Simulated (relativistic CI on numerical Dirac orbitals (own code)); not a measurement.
## What each ingredient does to the levels of Ni12+

Base calculation: Dirac-Coulomb-Breit CI, orbitals from a KLI potential per configuration, model QED (radiative potential, 1s self-energy scaled to tabulated hydrogen-like ionisation energies), unscaled Slater integrals.

Configuration list (outside the closed core [Ne]): 3s2 3p4, 3s 3p5, 3p6, 3s2 3p3 3d, 3s 3p4 3d, 3p5 3d, 3s 3p3 3d2, 3s2 3p3 4s, 3s2 3p2 3d 4p, 3s2 3p3 4p, 3p5 4s, 3p5 4p, 3s 3p3 3d 4s, 3s2 3p2 3d2, 3s2 3p 3d3, 3s 3p2 3d3, 3s2 3p 3d2 4s, 3s2 3p 3d2 4p, 3p4 3d2, 3p3 3d3, 3p3 3d2 4s, 3p3 3d2 4p. Double excitations out of closed p, d and f shells are left out; levels of such configurations are missing from the list, as are those of other unlisted configurations, and high levels can miss mixing partners.

The lowest level and the first level of each name with at least 55 % of one term (blank where a level has no safe partner in the second run):

| Level | Base (cm⁻¹) | Shift (cm⁻¹) |
| --- | --- | --- |
| 3s2 3p4 3P_2 | 0 | 0 |
| 3s2 3p4 3P_1 | 19332 | -19332 |
| 3s2 3p4 3P_0 | 20144 | -20144 |
| 3s2 3p4 1D_2 | 49048 | -14093 |
| 3s2 3p4 1S_0 | 99797 | -19411 |
| 3s 3p5 3P°_2 | 328265 | -24307 |
| 3s 3p5 3P°_1 | 342244 | -38286 |
| 3s 3p5 3P°_0 | 351493 | -47535 |
| 3s 3p5 1P°_1 | 424154 | -31170 |
| 3s2 3p3 3d 5D°_0 | 448066 | -18988 |
| 3s2 3p3 3d 5D°_1 | 448401 | -19323 |
| 3s2 3p3 3d 5D°_2 | 448642 | -19563 |
| 3s2 3p3 3d 5D°_3 | 449060 | -19981 |
| 3s2 3p3 3d 5D°_4 | 450747 | -21668 |
| 3s2 3p3 3d 3D°_2 | 477782 | -16064 |
| 3s2 3p3 3d 3D°_3 | 482900 | -21182 |
| 3s2 3p3 3d 3D°_1 | 485340 | -23622 |
| 3s2 3p3 3d 3F°_2 | 491518 | -16876 |
| 3s2 3p3 3d 1S°_0 | 494768 | -21707 |
| 3s2 3p3 3d 3F°_3 | 496001 | -21360 |
| 3s2 3p3 3d 3F°_4 | 502613 | -27971 |
| 3s2 3p3 3d 3G°_3 | 523163 | -17918 |

At this charge energies of transitions that change n are usually good to better than 1 %, and those within a shell (Δn = 0) to a few per cent.

Task: One thing was changed in a second run, which moved the levels as shown. Which?
A. configuration mixing switched off
B. valence Slater integrals scaled by 0.9
C. non-relativistic limit
D. Breit term removed
E. QED terms removed

Result: C. Non-relativistic limit. Without relativity the fine structure collapses and s electrons lose their extra binding.

LS names give the leading component of a level, which can be under half, so a name can repeat, a term be missing and a line seem to break the LS rules.
